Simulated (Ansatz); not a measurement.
Stepwise reaction of `[NH2][Sn]([NH2])([Cl])[Cl]` with ammonia, as a gas-phase model of exchange steps in deposition or etching. ΔE in kJ/mol; ΔG adds harmonic PBE0-D4 terms to CCSD(T)/CBS, at 1 bar.

Isolated molecules relaxed with PBE0-D4/def2-TZVP in Ansatz; ΔE leaves out vibrations. CCSD(T)/CBS is the MP2 limit (def2-TZVPP, def2-QZVPP) plus CCSD(T) − MP2 in def2-TZVPP, frozen cores. This one scheme is used for every species. DFT in def2-TZVPP. B3LYP here is the variant with VWN-RPA as its local correlation; programs differ in this. def2 core potentials past Kr. For Sn outer-core shells are correlated without core-valence functions, which leaves a few kJ/mol of doubt a bond. Each species was taken in one conformer, which may not be the lowest.

| step | reaction | PBE-D4 | B3LYP-D4 | ωB97M-V | CCSD(T)/CBS | ΔG(500 K) |
| --- | --- | --- | --- | --- | --- | --- |
| 1 | `[NH2][Sn]([NH2])([Cl])[Cl]` + NH₃ → `[NH2][Sn]([NH2])([NH2])[Cl]` + HCl | 89.4 | 91.7 | 89.8 | 88.0 | 80.1 |
| 2 | `[NH2][Sn]([NH2])([NH2])[Cl]` + NH₃ → `[NH2][Sn]([NH2])([NH2])[NH2]` + HCl | 104.8 | 105.4 | 102.9 | 99.1 | 95.5 |

Question: By hand: ΔE of the 2 steps together at CCSD(T)/CBS.

Answer: (88.0) + (99.1) = 187.1 kJ/mol, or 93.5 kJ/mol a step.

In ΔE each step is higher than the one before. All are uphill at CCSD(T)/CBS. ΔG lies between 80.1 and 95.5 kJ/mol a step. PBE-D4 differs from CCSD(T)/CBS by 1.4 to 5.7 kJ/mol a step. Isolated molecules leave out the surface, adducts and barriers. Largest T1 diagnostic: 0.012.
